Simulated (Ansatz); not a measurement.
| atom | x (Å) | y (Å) | z (Å) |
| --- | --- | --- | --- |
| P | 0.0274 | -0.0371 | 0.1495 |
| H | 1.1948 | -0.0001 | -0.6009 |
| H | -0.6180 | 1.0376 | -0.6968 |
| H | -0.6345 | -1.0155 | -0.6784 |

Basis set: def2-TZVP (spherical functions). Correlated methods keep 5 orbitals frozen. Charge 0, multiplicity 1.

Computed with Ansatz (development build ahead of 0.2.0); each method stands on the lowest determinant of its kind that the runs found. Restricted open shells among the atoms or ions are ROHF, correlated in semicanonical orbitals with singles.

Problem. Give the atomization energy at this shape (free ground-state atoms in the same class of orbitals less the molecule, no zero-point energy) of singlet PH3 by RHF-MP2, RHF.

Solution.

```csv
method,atomization energy
RHF-MP2,910.4 kJ/mol
RHF,704.4 kJ/mol
```
